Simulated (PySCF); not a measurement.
C₂H₆BFO₂, SMILES C[C@@H](F)B(O)O. The structure is a stationary point at B3LYP-D3(BJ)/def2-SVP. The structure was generated by enumeration; whether it is a known compound was not checked. One conformer was computed; it need not be the lowest.

Computed equilibrium geometry at B3LYP-D3(BJ)/def2-SVP (PySCF confirms it by a frequency run) as a Z-matrix (one conformer of several):
```
C
H 1 1.1073
F 1 1.4133 2 106.27
C 1 1.5211 2 109.38 3 117.00
H 4 1.1011 1 111.26 2 -57.44
H 4 1.1013 5 108.29 1 122.05
H 4 1.1024 5 107.93 6 116.48
B 1 1.6008 2 110.46 3 -116.46
O 8 1.3530 1 118.86 2 116.82
H 9 0.9688 8 109.47 1 -0.51
O 8 1.3611 9 118.30 10 -179.88
H 11 0.9630 8 114.18 9 179.97
```
